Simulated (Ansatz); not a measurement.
`O[SiH2]S[SiH](F)F` + HCl → `F[SiH](F)S[SiH2]Cl` + H₂O  (ligand exchange at the Si–O bond)

Computed with Ansatz on PBE0-D4/def2-TZVP structures; ΔE is electronic, products minus reactants. CBS: MP2 limit from def2 TZ/QZ plus the TZ coupled-cluster correction, frozen cores. This one scheme is used for every species. One conformer a species, not always the lowest.

`O[SiH2]S[SiH](F)F`:

Cartesian coordinates in Å:
```
O 0.033 0.714 -2.082
Si -1.046 0.189 -0.968
S -0.299 -1.447 0.207
Si 0.900 -0.312 1.514
F 0.081 0.111 2.803
F 2.081 -1.239 2.015
H 0.395 0.078 -2.700
H -1.320 1.360 -0.110
H -2.276 -0.362 -1.583
H 1.451 0.908 0.904
```

HCl:

Z-matrix (Å, degrees):
```
Cl
H 1 1.279
```

`F[SiH](F)S[SiH2]Cl`:

Z-matrix (Å, degrees):
```
Si
F 1 1.584
S 1 2.106 2 111.2
F 1 1.584 2 105.8 3 -120.4
H 1 1.470 2 109.0 3 121.3
Si 3 2.140 1 98.7 2 -70.8
Cl 6 2.043 3 111.5 1 -91.4
H 6 1.476 3 106.0 1 151.0
H 6 1.477 3 110.1 1 29.0
```

H₂O:

Z-matrix (Å, degrees):
```
O
H 1 0.960
H 1 0.960 2 105.1
```

```csv
species,MP2/def2-QZVPP energy (Eh)
`O[SiH2]S[SiH](F)F`,-1253.18290
HCl,-460.33593
`F[SiH](F)S[SiH2]Cl`,-1637.16999
H₂O,-76.34932
```

Question: Work out ΔE.

Answer: ΔE = (-1637.16999) + (-76.34932) − (-1253.18290) − (-460.33593) = -0.00048 Eh = -1.3 kJ/mol. CCSD(T)/CBS gives 0.0 kJ/mol.

Largest T1 diagnostic among the species: 0.012.

In def2-TZVPP, CCSD(T) changes the Hartree–Fock value by −4.3 kJ/mol (the triples alone add −1.2 kJ/mol) and MP2 by −8.1 kJ/mol. The D4 term adds −4.6 kJ/mol with B3LYP and −2.5 kJ/mol with PBE0; it sums over pairs of atoms, weighted by their polarisabilities, and B3LYP, whose exchange is more repulsive, gets the larger term.

B3LYP here is the variant with VWN-RPA as its local correlation; programs differ in this.
